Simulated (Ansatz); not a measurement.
`FC[SiH2][InH2]` + `[CH3][SnH3]` → `FC[SiH2][SnH3]` + `[CH3][InH2]`  (redistribution)

Program: Ansatz. Geometries: PBE0-D4/def2-TZVP. ΔE: electronic, gas phase. CCSD(T)/CBS is the MP2 limit (def2-TZVPP, def2-QZVPP) plus CCSD(T) − MP2 in def2-TZVPP, frozen cores. def2 core potentials past Kr. For In, Sn outer-core shells are correlated without core-valence functions, which leaves a few kJ/mol of doubt a bond. One conformer a species, not always the lowest.

```json
{"species": "`FC[SiH2][InH2]`", "CCSD(T)/CBS(def2) energy (Eh)": "-620.30591"}
{"species": "`[CH3][SnH3]`", "CCSD(T)/CBS(def2) energy (Eh)": "-255.66383"}
{"species": "`FC[SiH2][SnH3]`", "CCSD(T)/CBS(def2) energy (Eh)": "-645.12682"}
{"species": "`[CH3][InH2]`", "CCSD(T)/CBS(def2) energy (Eh)": "-230.83861"}
```

Question: Work out ΔE.

Answer: ΔE = (-645.12682) + (-230.83861) − (-620.30591) − (-255.66383) = 0.00431 Eh = +11.3 kJ/mol.

Largest T1 diagnostic among the species: 0.014.
